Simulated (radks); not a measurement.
Numerical settings for the bismuth ion Bi24+, [Kr] 4d10 4f13. All-electron calculation, Dirac Kohn-Sham, PBE, spin-unpolarised, spherical densities, finite nucleus; open shells fill j = l - 1/2 first; Fermi nuclear charge, rms radius 5.5211 fm. Program: a radial shooting solver on a logarithmic mesh with Libxc functionals. The defaults (mesh step 0.008 in ln r, mesh end at 40 bohr or more with all orbitals vanishing there, Anderson mixing 0.5 over 9 steps, residual threshold near 1e-9 with the energy settled to 1e-9 hartree or 1e-11 of itself, here a cap of 51 iterations) give E = -21332.545 hartree and 4f7/2 at -752.65 eV in 14 iterations. Run on one thread of a shared host, so times are rough (Arm Neoverse V1): 0.13 s of CPU time, 0.13 s wall, 14 iterations on 2189 mesh points. Changes against that run (0 stands for a change within the tolerance of the run):

setting                    iterations  converged  E (mhartree)  e(4f7/2) (meV)  CPU (s)
mesh step in ln r 0.2               4         no      diverged               -     0.01
mesh step in ln r 0.012            14        yes             0               0     0.09
mesh step in ln r 0.05             14        yes         +0.27         -0.0973     0.03
mesh end (bohr) 2                  14        yes       +0.0655           +1.16     0.12
mesh end (bohr) 3                  14        yes             0               0     0.12
residual threshold 0.01             9        yes             0           +3.17      0.1
residual threshold 0.001            9        yes             0           +3.17      0.1
mixing 1                           13        yes             0               0     0.12
linear mixing, mixing 0.2          51         no             0           -3.26     0.37
linear mixing, mixing 1            51         no             0           -0.01     0.38
mixing history 20                  21        yes             0               0     0.17
iteration cap 5                     5         no         +6.16       -3.56e+03     0.06

No run marked as converged misses the energy by more than 1 mhartree. A mesh that ends early acts as a hard wall.
